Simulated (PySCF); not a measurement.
**Peak assignment**

Atoms are numbered as in `[CH:1]#[C:2][SiH2:3][Si@@H:4]([Cl:5])[N:6]([SiH3:7])[SiH3:8]` (H(Xn): hydrogen on atom n). Ha(Si3) is pro-R; Hb(Si3) is pro-S.

Theory: GFN2-xTB structure, shieldings: GIAO PBE0/pcSseg-1, in PySCF 2.14 (no solvent, averaged over atoms made equivalent by symmetry, fast rotation or ring inversion, non-relativistic Hamiltonian, one computed conformer).

References, each an isolated molecule treated in the same way: ¹³C (σref 186.93) and ¹H (σref 31.72) against TMS.

**Question.** Assign these signals to the numbered atoms. ¹³C{¹H} NMR (computed): δ 107.7, 81.4.

**Answer.** 
| δ (ppm) | atoms | environment | reason |
| --- | --- | --- | --- |
| 107.7 | C1 | terminal alkyne carbon | – |
| 81.4 | C2 | alkyne carbon | the triple bond shields along its axis, which puts it between sp3 and sp2 carbons |

**Question.** Assign these signals to the numbered atoms. ¹H NMR (500 MHz, computed): δ 5.95 (m, 1H), 4.74 (s, 6H), 4.35 (m, 1H), 4.27 (m, 1H), 1.98 (m, 1H).

**Answer.** 
5.95 → H(Si4), hydrogen on a silicon bonded to Cl, N, Si
4.74 → H(Si7)/H(Si8), hydrogen on a silicon bonded to N
4.35 → Hb(Si3), hydrogen on a silicon bonded to C, Si
4.27 → Ha(Si3), hydrogen on a silicon bonded to C, Si
1.98 → H(C1), hydrogen on a terminal alkyne carbon: it lies on the axis of the triple bond, in its shielding cone

Hb(Si3) and Ha(Si3) lie closer than the usual error of such a calculation, so a measured spectrum could show them in the other order.

Shifts are as computed. Against solution values, carbons near 30 ppm lie about +3 ppm off and those near 130 ppm about +5 ppm. Of 1309 compounds with measured shifts, 239 miss one by over three times the rms of a fit or turn the order of signals round; such compounds aren't used in these exercises. No couplings were computed; multiplicities are counted from neighbouring protons, with m where these are inequivalent, close in shift, in a saturated or five-membered ring or joined by F or P, and br s for small geminal =CH2 splittings.
